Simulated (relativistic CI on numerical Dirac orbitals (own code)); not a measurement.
V³⁺ (3d2) in a crystal field

Calculated by Dirac-Coulomb-Breit CI, orbitals from a KLI potential per configuration, QED by a radiative potential, valence Slater integrals scaled by 0.75, one configuration in a parametric crystal field (own radial code).

Field parameters in Wybourne normalisation: Oh B⁴₀ = 21Dq, B⁴₄ = √(5/14) B⁴₀. The field is a parameter set, without covalency.

S is read from ⟨S²⟩ = S(S + 1).

Site symmetry Oh; labels are those of the double group. Computed levels in cm⁻¹ above the lowest, in rising order:

```
Δ (size of 10Dq)  Lowest  No. 2   No. 3   No. 4     No. 5    No. 6     No. 7     No. 8
            4100       E  22 T2  307 T1  457 A1   3543 A2  3573 T2   3696 T1    3710 E
            7400       E  13 T2  291 T1  431 A1   6496 A2  6524 T2   6643 T1    6650 E
           10700       E   9 T2  279 T1  414 A1   9553 A2  9563 T2   9698 T1    9701 E
           14050       E   7 T2  270 T1  400 A1  11501 T2  11832 E  12721 A2  12814 T2
           17300       E   6 T2  263 T1  389 A1  11509 T2  11753 E  15837 A2  15895 T2
           20600       E   5 T2  257 T1  380 A1  11482 T2  11683 E  19030 A2  19082 T2
           23950       E   4 T2  252 T1  372 A1  11451 T2  11623 E  22293 A2  22342 T2
           27250       E   4 T2  248 T1  366 A1  11423 T2  11573 E  25522 A2  25570 T2
           30500       E   4 T2  245 T1  361 A1  11397 T2  11531 E  25839 A1  28714 A2
           33800       E   3 T2  242 T1  356 A1  11373 T2  11494 E  26009 A1  31964 A2
           37100       E   3 T2  239 T1  352 A1  11352 T2  11462 E  26147 A1  35221 A2
           40400       E   3 T2  237 T1  348 A1  11333 T2  11433 E  26262 A1  38484 A2
```

Ground-state S against |10Dq| in cm⁻¹: 4100: 1.00, 7400: 1.00, 10700: 1.00, 14050: 1.00, 17300: 1.00, 20600: 1.00, 23950: 1.00, 27250: 1.00, 30500: 1.00, 33800: 1.00, 37100: 1.00, 40400: 1.00.

No abrupt spin change occurs in this range.
